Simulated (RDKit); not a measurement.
Job for RDKit: UFF on H2O (SMILES O).

```python
from rdkit import Chem
from rdkit.Chem import AllChem, rdDetermineBonds

blocks = [
'''3

O    -0.20334475    0.36879315    3.33454902
H    -0.57861807    0.39414759    2.43657248
H    -0.30254400   -0.54208215    3.62688621
''',
]
mol = None
for b in blocks:
    f = Chem.MolFromXYZBlock(b)
    rdDetermineBonds.DetermineBonds(f, charge=0)
    mol = f if mol is None else Chem.CombineMols(mol, f)
Chem.SanitizeMol(mol)
print(Chem.MolToSmiles(Chem.RemoveHs(mol)))
ff = AllChem.UFFGetMoleculeForceField(mol, vdwThresh=100.0, ignoreInterfragInteractions=False)
e = ff.CalcEnergy()
print(f'UFF energy {e:.6f} kcal/mol')
```

The log:

```
O
UFF energy 0.624295 kcal/mol
```

The run finished.

Cost: about 0.020 core-seconds (a rough figure).
